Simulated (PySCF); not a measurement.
J couplings in C$_{4}$H$_{9}$F$_{3}$Ge

Molfile (atoms numbered from 1):
```
C4H9F3Ge
     RDKit          3D

 17 16  0  0  0  0  0  0  0  0999 V2000
   -2.3654    0.5541   -0.1121 C   0  0  0  0  0  0  0  0  0  0  0  0
   -1.6110   -0.7044    0.2886 C   0  0  0  0  0  0  0  0  0  0  0  0
   -0.1991   -0.7903   -0.2858 C   0  0  0  0  0  0  0  0  0  0  0  0
    0.9975    0.6566    0.2618 Ge  0  0  0  0  0  4  0  0  0  0  0  0
    2.8568    0.0318   -0.1083 C   0  0  0  0  0  0  0  0  0  0  0  0
    3.7869    0.9226    0.2574 F   0  0  0  0  0  0  0  0  0  0  0  0
    3.1221   -1.1105    0.5481 F   0  0  0  0  0  0  0  0  0  0  0  0
    3.0373   -0.2172   -1.4153 F   0  0  0  0  0  0  0  0  0  0  0  0
   -1.8731    1.4655    0.2671 H   0  0  0  0  0  0  0  0  0  0  0  0
   -3.3918    0.5518    0.2838 H   0  0  0  0  0  0  0  0  0  0  0  0
   -2.4294    0.6500   -1.2081 H   0  0  0  0  0  0  0  0  0  0  0  0
   -2.1823   -1.5904   -0.0380 H   0  0  0  0  0  0  0  0  0  0  0  0
   -1.5638   -0.7710    1.3894 H   0  0  0  0  0  0  0  0  0  0  0  0
   -0.2226   -0.8003   -1.3884 H   0  0  0  0  0  0  0  0  0  0  0  0
    0.2937   -1.7260    0.0253 H   0  0  0  0  0  0  0  0  0  0  0  0
    0.9133    0.9273    1.7739 H   0  0  0  0  0  0  0  0  0  0  0  0
    0.8175    1.9627   -0.5275 H   0  0  0  0  0  0  0  0  0  0  0  0
  1  2  1  0
  2  3  1  0
  3  4  1  0
  4  5  1  0
  5  6  1  0
  5  7  1  0
  5  8  1  0
  1  9  1  0
  1 10  1  0
  1 11  1  0
  2 12  1  0
  2 13  1  0
  3 14  1  0
  3 15  1  0
  4 16  1  0
  4 17  1  0
M  END
```

Method: B3LYP/pcJ-1 (pcSseg-1 on Ge) (spin–dipole term only in couplings to heteroatoms)//PBE0-D3(BJ)/def2-SVP, PySCF 2.14; isolated molecule, single conformer, non-relativistic. Couplings are averaged over pairs made equivalent by symmetry, fast rotation or ring inversion, so a value needn't be that of the named pair in this geometry, while other rotamers aren't included; one pair stands for each set, and the list holds a selection of those of at least 1.5 Hz over up to four bonds. One-bond C–F couplings come out tens of Hz too large with common functionals.

Isotopes: ¹³C, ¹⁹F, ¹H.

```
    pair  bonds  J (Hz)
  C1, C2      1    37.0
  C1, H9      1   131.8
  C2, C3      1       ?
 C2, H12      1   132.8
 C3, H14      1       ?
  C5, F6      1       ?
 C1, H12      2       ?
  C2, H9      2    -3.2
 C2, H14      2       ?
  C3, C5      2     4.5
 C3, H12      2    -2.8
 C3, H16      2     6.8
 C5, H16      2    11.1
  F6, F7      2       ?
 H9, H10      2   -13.9
H12, H13      2   -15.2
H14, H15      2       ?
H16, H17      2    14.6
 C1, H14      3       ?
  C2, C5      3     4.2
  C3, H9      3     7.0
 F6, H16      3     6.8
 H9, H12      3     8.6
H12, H14      3     4.6
H12, H15      3    10.6
H14, H16      3     7.7
```

Q: Estimate the withheld couplings, with signs.

A: 
- ¹J(C2,C3) = 35.6 Hz (bond length 1.527 Å)
- ¹J(C3,H14) = 135.6 Hz (bond length 1.103 Å, sp3 carbon)
- ¹J(C5,F6) = -396.8 Hz (bond length 1.339 Å)
- ²J(C1,H12) = -3.5 Hz (angle at C2 109°)
- ²J(C2,H14) = -3.5 Hz (angle at C3 111°)
- ²J(F6,F7) = 80.8 Hz
- ²J(H14,H15) = -14.3 Hz (angle at C3 106°)
- ³J(C1,H14) = 7.5 Hz (mean over equivalent pairs that range from 2.4 to 12.6 Hz in this conformer)

Relativistic effects of the heavier atoms present are left out.
